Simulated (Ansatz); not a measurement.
Reaction (formal exchange of groups at the Si–C bond): `CB[SiH2]CC` + CH₄ → `CB[SiH2]C` + `CC`

Calculated with Ansatz (gas phase, PBE0-D4/def2-TZVP geometries, no zero-point term in ΔE). CCSD(T)/CBS is the MP2 limit (def2-TZVPP, def2-QZVPP) plus CCSD(T) − MP2 in def2-TZVPP, frozen cores. This one scheme is used for every species. Functionals use def2-TZVPP. B3LYP here is the variant with VWN-RPA as its local correlation; programs differ in this. Each species was taken in one conformer, which may not be the lowest.

`CB[SiH2]CC`:

```xyz
16

C     1.339   -1.676    0.767
B     1.337   -1.022   -0.642
Si    0.493    0.758   -1.085
C    -0.726    1.388    0.207
C    -1.970    0.511    0.327
H     1.303   -2.770    0.744
H     2.341   -1.439    1.167
H     0.613   -1.295    1.487
H     1.960   -1.575   -1.510
H     1.613    1.740   -1.247
H    -0.199    0.685   -2.409
H    -1.010    2.415   -0.045
H    -0.207    1.446    1.170
H    -2.657    0.883    1.091
H    -2.519    0.470   -0.617
H    -1.712   -0.518    0.595
```

CH₄:

Cartesian coordinates in Å:
```
C 0.000 0.000 0.000
H -0.688 0.624 0.570
H 0.102 0.399 -1.009
H -0.388 -1.017 -0.050
H 0.974 -0.006 0.489
```

`CB[SiH2]C`:

Z-matrix (Å, degrees):
```
C
B 1 1.552
H 1 1.093 2 114.5
H 1 1.091 2 116.4 3 130.5
H 1 1.105 2 103.1 3 -113.5
Si 2 2.018 1 124.7 3 -150.2
H 2 1.202 1 117.9 3 33.1
C 6 1.879 2 114.9 1 1.1
H 6 1.496 2 107.7 1 123.2
H 6 1.495 2 109.0 1 -122.1
H 8 1.092 6 111.3 2 179.3
H 8 1.093 6 110.9 2 -60.5
H 8 1.093 6 110.8 2 59.2
```

`CC`:

Z-matrix (Å, degrees):
```
C
C 1 1.519
H 1 1.093 2 111.4
H 1 1.093 2 111.4 3 120.0
H 1 1.093 2 111.4 3 -120.0
H 2 1.093 1 111.4 3 180.0
H 2 1.093 1 111.4 3 -60.0
H 2 1.093 1 111.4 3 60.0
```

| level | ΔE (kcal/mol) | difference from CCSD(T)/CBS |
| --- | --- | --- |
| B3LYP-D4 | -0.4 | 0.0 |
| ωB97X-V | -0.7 | -0.3 |
| ωB97M-V | -0.6 | -0.2 |
| B2PLYP | -1.2 | -0.8 |
| PBE | -1.3 | -0.9 |
| B3LYP | -1.8 | -1.4 |
| CCSD/def2-TZVPP | -0.8 | -0.4 |
| CCSD(T)/def2-TZVPP | -0.5 | -0.1 |
| MP2/def2-QZVPP | -0.2 | 0.2 |
| SCS-MP2/def2-QZVPP | -0.6 | -0.2 |
| CCSD(T)/CBS | -0.4 | 0 |

Largest T1 diagnostic among the species: 0.011.

The D4 term adds +1.4 kcal/mol with B3LYP and +0.8 kcal/mol with PBE0; it sums over pairs of atoms, weighted by their polarisabilities, and B3LYP, whose exchange is more repulsive, gets the larger term. In def2-TZVPP, CCSD(T) changes the Hartree–Fock value by +2.0 kcal/mol (the triples alone add +0.4 kcal/mol) and MP2 by +2.2 kcal/mol.
